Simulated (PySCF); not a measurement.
## Dipole response of Ir⁻ (iridium, charge -1)

[Xe] 4f14 5d8 6s2, high-spin 3F determinant. Computed with PySCF 2.14 in def2-TZVPPD with the def2 core potential (60 electrons), with scalar relativity through the core potential. Coupled (time-dependent) response in atomic units; α is the mean over directions.

| method | mean α (bohr³) | C₆ (like pair) | S(−4) |
| --- | --- | --- | --- |
| UHF | 309.7 | 2283 | 1577000 |
| wB97X | 100.1 | 1166 | 6615 |

S(−4) is the Cauchy moment in α(ω) = α(0) + S(−4) ω² + …

Spin-orbit coupling is absent.

α(iu) at UHF:

```tsv
u (hartree)	α(iu) (bohr³)
0	309.7
0.0500	101.4
0.100	67.38
0.200	37.44
0.300	24.56
0.500	14.03
0.750	9.169
1.00	6.801
1.50	4.296
2.00	2.951
3.00	1.608
5.00	0.6732
```

A single London oscillator, α(iu) = α/(1 + u²/ω²), gives C₆ = (3/4) ω α². Matching the computed C₆ needs ω = 4 × 2283 / (3 × 309.7²) = 0.0317 hartree.

For an ion, C₆ is the dispersion term alone; charge-induced terms of lower order in 1/R come first.

Energies and moments cover only the electrons outside the core potential. Spin-orbit coupling, absent here, splits the open shell strongly. The outer electron is barely bound at this level, so radii and moments hang on the diffuse functions.
